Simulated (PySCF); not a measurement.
Species: 1-tert-butyl-4-fluorobenzene, C10H13F.
Numbering: `[CH3:1][C:2]([CH3:3])([CH3:4])[c:5]1[cH:6][cH:7][c:8]([F:9])[cH:10][cH:11]1` (hydrogens: H12, H13, H14 on C1; H15, H16, H17 on C3; H18, H19, H20 on C4; H21 on C6; H22 on C7; H23 on C10; H24 on C11)

Theory: PBE0-D3(BJ)/def2-SVP geometry optimisation, gas phase (PySCF 2.14.0).

(1) What internal coordinates does the optimisation give?

Results:

(1) 
| bond | length (bohr) | order |
| --- | --- | --- |
| C1–C2, C2–C3, C2–C4 | 2.898 | single |
| C2–C5 | 2.892 | single |
| C5–C6, C5–C11 | 2.648 | aromatic |
| C6–C7, C10–C11 | 2.632 | aromatic |
| C7–C8, C8–C10 | 2.623 | aromatic |
| C8–F9 | 2.520 | single |
| C1–H12 and 8 like bonds | 2.080 | single |
| C6–H21, C11–H24 | 2.062 | single |
| C7–H22, C10–H23 | 2.063 | single |

Bonds in one row agree within 0.02 bohr and their mean is given. Orders are formal, as drawn. A selection of angles:
| angle | degrees |
| --- | --- |
| C1–C2–C3 | 108.4 |
| C1–C2–C5 | 112.0 |
| C3–C2–C4 | 109.6 |
| C3–C2–C5 | 109.2 |
| C2–C5–C6 | 122.9 |
| C2–C5–C11 | 119.8 |
| C6–C5–C11 | 117.2 |
| C5–C6–C7 | 121.7 |
| C6–C7–C8 | 119.1 |
| C7–C8–F9 | 119.6 |
| C7–C8–C10 | 121.0 |

Torsions: C1–C2–C5–C6 0° (synperiplanar).

The 6-membered ring C5–C6–C7–C8–C10–C11 has internal angles of 117.2° to 122.0° (sum 720°, against 720° for a flat polygon); it is planar, 0.00 Å rms from its mean plane, widest ring torsion 0°. Of the pairs four or more bonds apart, C1···H21 is among the closest relative to their van der Waals radii: 2.48 Å, 86 % of the sum of Bondi's values. The C–C distances run from 1.386 Å (C7–C8, aromatic) to 1.536 Å (C2–C4, drawn single), a spread of 0.150 Å.

Point group: Cs (every atom within 0.08 Å of its image). PBE0-D3(BJ)/def2-SVP frequencies: not computed here.
